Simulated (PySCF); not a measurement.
Identify the unknown among the candidates.

All candidates are C6H11NSSi.

| technique | computed result |
| --- | --- |
| Rotational structure | rotational constants A, B, C: 1.900, 0.750, 0.692 GHz [GFN2-xTB] |
| 1H NMR | chemical shifts (computed TMS as zero) by class: 2.58 (1 H), 2.37 (1 H), 2.22 (1 H), 2.03 (3 H), 1.66 (1 H), 1.65 (1 H), 0.78 (3 H) ppm [GIAO PBE0/pcSseg-1] |
| Dipole | 4.84 D [PBE0/pcSseg-1] |
| NMR, other nuclei | isotropic shieldings of nuclei other than C and H, by class: -31 (1 N), 315 (1 Si), 652 (1 S) ppm [GIAO PBE0/pcSseg-1] |
| 13C NMR | chemical shifts (computed TMS as zero) by class: 126.0 (1 C), 24.1 (1 C), 22.9 (1 C), 18.0 (1 C), 11.5 (1 C), -0.2 (1 C) ppm [GIAO PBE0/pcSseg-1] |

The electronic properties come from PySCF, for the isolated species, density fitting. Levels stand in brackets. Geometry: GFN2-xTB, one conformer, isolated molecule. NMR classes are plain means over equivalent atoms (diastereotopic ones count apart unless rotation or inversion swaps them), as if these changed places fast.

Question: Which candidate is it?
A. `CS[Si@@]1(C)CC[C@@H]1C#N`
B. `N#CC[C@@H]1C[SiH2]CCS1`
C. `N#C[C@@]1([SiH3])CCCSC1`
D. `[SiH3]C(=C=S)N1CCCC1`

Answer: A. It is `CS[Si@@]1(C)CC[C@@H]1C#N`. Numbering: `[CH3:1][S:2][Si@@:3]1([CH3:4])[CH2:5][CH2:6][C@@H:7]1[C:8]#[N:9]`. Its formula, C6H11NSSi, gives 3 degrees of unsaturation: 1 ring and 2 π bonds in the structure found. 6 carbons fall into 6 classes; from least to most shielded: nitrile carbon [C8] (126.0 ppm), four-membered-ring carbon [C6] (24.1 ppm), ring sp3 carbon bound to silicon [C5] (22.9 ppm), ring sp3 carbon bound to silicon [C7] (18.0 ppm), S-methyl carbon [C1] (11.5 ppm), Si-methyl carbon [C4] (-0.2 ppm). Hydrogen classes from least to most shielded: 1 H on a four-membered-ring carbon, C6 (2.58 ppm), 1 H on an sp3 carbon bound to silicon, C7 (2.37 ppm), 1 H on a four-membered-ring carbon, C6 (2.22 ppm), 3 H on an S-methyl carbon, C1 (2.03 ppm), 1 H on an sp3 carbon bound to silicon, C5 (1.66 ppm), 1 H on an sp3 carbon bound to silicon, C5 (1.65 ppm), 3 H on an Si-methyl carbon, C4 (0.78 ppm, a mean of values up to 0.5 ppm apart in this geometry). The other shieldings belong to: -31 ppm, nitrile nitrogen [N9]; 315 ppm, four-coordinate silicon [Si3]; 652 ppm, sulfur bonded to C and Si [S2]. The optimised geometry has point group C1 and is an asymmetric top.

The others, at the same levels:
- `N#CC[C@@H]1C[SiH2]CCS1` fails: its computed 13C shifts are 122.5 (1 C), 49.3 (1 C), 37.5 (1 C), 27.9 (1 C), 19.8 (1 C), 13.1 (1 C) ppm, 1H shifts are 4.23 (1 H), 4.21 (1 H), 3.03 (1 H), 2.92 (1 H), 2.80 (1 H), 2.65 (1 H), 2.12 (1 H), 1.79 (1 H), 1.11 (1 H), 1.10 (1 H), 0.78 (1 H) ppm and smallest rotational constant is 0.594 GHz (against 0.692 GHz).
- `[SiH3]C(=C=S)N1CCCC1` fails: it has 4 carbon classes against 6; its computed 13C shifts are 322.7 (1 C), 86.7 (1 C), 54.7 (2 C), 29.4 (2 C) ppm, 1H shifts are 4.69 (3 H), 2.76 (4 H), 1.88 (4 H) ppm and rotational constant A is 1.653 GHz (against 1.900 GHz).
- `N#C[C@@]1([SiH3])CCCSC1` fails: its computed 13C shifts are 125.7 (1 C), 40.7 (1 C), 36.0 (1 C), 35.9 (1 C), 28.0 (1 C), 21.1 (1 C) ppm, 1H shifts are 3.92 (3 H), 2.78 (1 H), 2.65 (1 H), 2.62 (1 H), 2.59 (1 H), 2.44 (1 H), 1.99 (1 H), 1.83 (1 H), 1.32 (1 H) ppm and rotational constant A is 1.756 GHz (against 1.900 GHz).

Each candidate is one conformer, not necessarily the lowest. The conformers computed, where there is a choice (atom-mapped SMILES and torsion angles):
- `[CH3:1][S:2][Si@@:3]1([CH3:4])[CH2:5][CH2:6][C@@H:7]1[C:8]#[N:9]`: C1–S2–Si3–C4 -45°

The conformers of `N#CC[C@@H]1C[SiH2]CCS1`, `[SiH3]C(=C=S)N1CCCC1` and `N#C[C@@]1([SiH3])CCCSC1` aren't listed.
